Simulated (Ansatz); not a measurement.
The same path of C2H3NOTe (8 atoms, charge 0, multiplicity 1) was run twice with different band settings. Lost on the way: C4–H8. Made: O3–H8.

Computed with UKS PBE-D4/def2-SVP in Ansatz 0.2.0.

Relaxed end points:

```xyz
8
Properties=species:S:1:pos:R:3
N -0.554 1.454 1.439
C -0.261 0.668 0.503
O 0.318 -0.547 0.694
C 0.489 -1.136 -0.598
Te -0.376 0.544 -1.720
H -0.985 2.333 1.136
H 1.561 -1.304 -0.820
H -0.099 -2.070 -0.690
```

```xyz
8
Properties=species:S:1:pos:R:3
N -0.754 1.076 1.339
C -0.202 0.609 0.308
O 0.351 -0.717 0.398
C 0.394 -1.291 -1.234
Te 0.176 0.929 -1.760
H -1.160 2.010 1.199
H 1.519 -1.389 -1.265
H -0.232 -1.284 0.958
```

Common settings: movable images 9; climbing image yes; spring 5.0 eV/Å²; optimiser quadratic models (default); start path through a guess of the saddle point; end points relaxed.

| run | force threshold | iteration limit |
| --- | --- | --- |
| 1 | 0.05 eV/Å | 43 |
| 2 | 0.2 eV/Å | 60 |

Task: What does each run give, and how far can it be trusted?

Result: Run 1: converged after 11 iterations, highest image 3.753 eV above the first end. Neighbouring images differ by up to 1.3 eV, so the band resolves the path poorly. A vibrational analysis at the climbing image gives one clearly imaginary mode, 867i cm⁻¹: a first-order saddle point.
Run 2: converged after 9 iterations, highest image 3.758 eV above the first end. The threshold of 0.2 eV/Å is loose, so the images may lie well off the minimum-energy path. Neighbouring images differ by up to 1.2 eV, so the band resolves the path poorly. The order of the stationary point at the top wasn't checked.
The orbitals stay closed-shell, which can raise the energy where a bond breaks towards radicals; this wasn't checked here.
